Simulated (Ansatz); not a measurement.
Pb3Se2. Total charge 0; singlet. Geometry r2SCAN-D4/def2-SVP.

```xyz
5

Pb    1.252    1.018    0.571
Pb    0.642   -2.068    1.123
Pb   -0.591   -0.665   -1.462
Se    0.020    1.945   -1.633
Se   -1.324   -0.230    1.400
```

In the def2 sets Pb takes a core potential; there is no spin–orbit coupling. At HF/def2-TZVP the restricted singlet is unstable: a solution with broken spin symmetry lies lower. The restricted singlet is unstable towards broken spin symmetry at other levels; at PBE-D4/def2-SVP, PBE-D4/def2-TZVP, r2SCAN-D4/def2-TZVP, PBE0-D4/def2-SVP this wasn't settled. The geometry of the singlet was relaxed on an unsound state (restricted singlet, unstable towards broken spin symmetry at other levels and untested here). Another isomer (singlet) lies 1.00 eV lower at PBE0-D4/def2-TZVP; other spin states weren't run for this one.

Question: Estimate the orbital energies around the gap (eV) in Ansatz with HF/def2-TZVP, PBE-D4/def2-SVP, PBE-D4/def2-TZVP, r2SCAN-D4/def2-TZVP, PBE0-D4/def2-SVP.

Answer: 
| orbital | HF/def2-TZVP | PBE-D4/def2-SVP | PBE-D4/def2-TZVP | r2SCAN-D4/def2-TZVP | PBE0-D4/def2-SVP |
| --- | --- | --- | --- | --- | --- |
| HOMO−9 | -17.35 | -12.70 | -12.70 | -13.13 | -14.17 |
| HOMO−8 | -15.98 | -11.86 | -11.86 | -12.24 | -13.19 |
| HOMO−7 | -15.44 | -11.59 | -11.60 | -11.94 | -12.87 |
| HOMO−6 | -9.78 | -6.77 | -6.77 | -7.02 | -7.72 |
| HOMO−5 | -9.74 | -6.63 | -6.65 | -6.92 | -7.61 |
| HOMO−4 | -9.37 | -6.41 | -6.43 | -6.69 | -7.37 |
| HOMO−3 | -9.05 | -6.15 | -6.18 | -6.43 | -7.11 |
| HOMO−2 | -8.47 | -5.60 | -5.65 | -5.87 | -6.45 |
| HOMO−1 | -8.23 | -5.45 | -5.50 | -5.73 | -6.39 |
| HOMO | -6.62 | -4.41 | -4.49 | -4.67 | -5.21 |
| LUMO | -0.94 | -3.94 | -3.97 | -3.94 | -3.43 |
| LUMO+1 | 0.78 | -2.11 | -2.19 | -2.09 | -1.56 |
| LUMO+2 | 0.96 | -2.03 | -2.11 | -2.00 | -1.42 |
| LUMO+3 | 0.98 | -1.95 | -2.06 | -1.89 | -1.35 |
| LUMO+4 | 1.20 | -1.47 | -1.61 | -1.34 | -0.88 |
| LUMO+5 | 1.53 | -1.22 | -1.39 | -1.16 | -0.57 |
